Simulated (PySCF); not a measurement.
Zn (zinc, neutral) across methods

[Ar] 3d10 4s2, closed-shell 1S. Computed with PySCF 2.14 in x2c-TZVPPall (6s5p4d2f1g, 64 functions), with scalar relativity by spin-free X2C-1e. The B2PLYP total includes its PT2 part (frozen core); its orbital energies are those of the SCF part.

```tsv
method	E (hartree)	mean ε 3p (eV)	mean ε 3d (eV)	mean ε 4s (eV)	Σ⟨r²⟩ (bohr²)	⟨S²⟩
r2SCAN	-1795.875	-86.047	-10.475	-6.229	32.68	0.000
PBE0	-1795.651	-89.095	-12.915	-6.708	32.92	0.000
r2SCAN0	-1795.824	-90.981	-13.190	-6.911	32.84	0.000
PBE	-1795.658	-83.397	-10.161	-5.983	32.82	0.000
M06-L	-1795.828	-86.461	-10.266	-5.950	32.73	0.000
HSE06	-1795.660	-88.700	-12.484	-6.391	32.81	0.000
UHF	-1794.25420	-105.51	-20.717	-8.130	34.30	0.000
B2PLYP	-1795.611	-95.128	-15.769	-7.310	33.34	0.000
LDA	-1792.912	-83.244	-10.454	-6.219	32.54	0.000
```
